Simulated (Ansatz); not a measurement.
C$_{3}$H$_{8}$N (SMILES [CH2]N(C)C), doublet, at a GFN2-xTB geometry; PBE/6-311++G** (Ansatz, a program for electronic structure).

Ansatz was given this input:
Ansatz 0.2 input:
```yaml
crystal:
  periodic: [false, false, false]
  atoms:
    - {symbol: N, position_ang: [0.00107674, 0.05252662, 0.22290961]}
    - {symbol: C, position_ang: [-0.00119711, 1.43247889, 0.07940335]}
    - {symbol: C, position_ang: [1.20870810, -0.64841920, -0.12711140]}
    - {symbol: C, position_ang: [-1.20848741, -0.65112173, -0.11479853]}
    - {symbol: H, position_ang: [0.91995774, 1.93255837, 0.31358775]}
    - {symbol: H, position_ang: [-0.92103430, 1.93050006, 0.32296552]}
    - {symbol: H, position_ang: [1.30930264, -0.79359459, -1.21222697]}
    - {symbol: H, position_ang: [1.20646811, -1.62978335, 0.35106755]}
    - {symbol: H, position_ang: [2.06996861, -0.08568093, 0.22685824]}
    - {symbol: H, position_ang: [-1.31980642, -0.79653405, -1.19883464]}
    - {symbol: H, position_ang: [-2.06735332, -0.09030664, 0.24793320]}
    - {symbol: H, position_ang: [-1.19918176, -1.63247297, 0.36332161]}
basis:
  gaussian:
    orbitals: 6-311++G__.json
hamiltonian:
  xc: pbe
magnetization: {spin_polarized: true, initial_magnetization: 1}
```
The basis file holds 6-311++G** in the JSON format of the Basis Set Exchange.

Problem. What does Ansatz print? Leave out banner, timings and long lists.

Solution. 
```
Functional definition: PBE
1112 factors; their error is unknown
mean field evaluation 1: about -4709.5542 eV, gradient 5.5e1 eV
mean field evaluation 2: about -4664.7378 eV, gradient 1.0e2 eV
mean field evaluation 4: about -4724.2873 eV, gradient 9.3e0 eV
mean field evaluation 8: about -4724.6410 eV, gradient 1.7e-1 eV
mean field evaluation 16: about -4724.6056 eV, gradient 7.0e-5 eV
mean field -4724.60564750 eV, -173.6260550929 hartree, gradient 2.2e-5 eV, S^2 0.752499; 0 other end points of the search recorded, 0 dependent functions left out
reference -4724.60573505 eV, -173.6260583102 hartree; 17, 16 occupied and 127, 128 virtual orbitals, 1112 factors
Total energy: -4724.60573505 eV, -173.6260583102 hartree
```
